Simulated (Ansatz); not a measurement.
A search over several starts for the lowest SCF solution of GeCl3OH⁺, that is Ge(OH)Cl3 with one electron fewer at the given spin, in a small basis.

```yaml
crystal:
  periodic: [false, false, false]
  atoms:
    - {symbol: Ge, position_ang: [-0.066133, -0.121195, -0.292159]}
    - {symbol: O, position_ang: [-0.077815, -0.130168, 1.454989]}
    - {symbol: H, position_ang: [0.350948, 0.643908, 1.841281]}
    - {symbol: Cl, position_ang: [1.928990, -0.108956, -1.046736]}
    - {symbol: Cl, position_ang: [-1.066920, 1.600671, -1.056391]}
    - {symbol: Cl, position_ang: [-1.069070, -1.884270, -0.900984]}
basis:
  gaussian: {orbitals: def2-SVP}
total_charge: 1
magnetization: {spin_polarized: true, initial_magnetization: 1}
hamiltonian: {xc: pbe0, dispersion: d4}
output: {orbitals: {seedname: orbitals}}
```

```sh
$ ansatz run in.yaml --threads 4 --pin off --events-out ev --progress --plain --max-ram 3916MiB
```

Shortened log:

```
Functional definition: PBE0
968 factors; integrals over basis functions are off by at most 9.4e-4 eV
mean field evaluation 1: about -96092.4556 eV, gradient 4.6e1 eV
mean field evaluation 2: about -96033.5425 eV, gradient 1.1e2 eV
mean field evaluation 4: about -96099.7723 eV, gradient 8.7e0 eV
mean field evaluation 8: about -96100.1249 eV, gradient 3.0e-1 eV
mean field evaluation 16: about -96100.2097 eV, gradient 4.0e-2 eV
mean field evaluation 32: about -96100.2180 eV, gradient 5.1e-5 eV
mean field evaluation 64: about -96099.9865 eV, gradient 4.5e0 eV
mean field -96100.21796483 eV, -3531.6178711402 hartree, gradient 7.6e-6 eV, S^2 0.754074; 7 other end points of the search recorded, 0 dependent functions left out
reference -96100.21798605 eV, -3531.6178719200 hartree; 46, 45 occupied and 59, 60 virtual orbitals, 968 factors
Total energy: -96100.40394989 eV, -3531.6247059650 hartree
```

Run time 38 s (4 threads of Intel Xeon on a shared host).
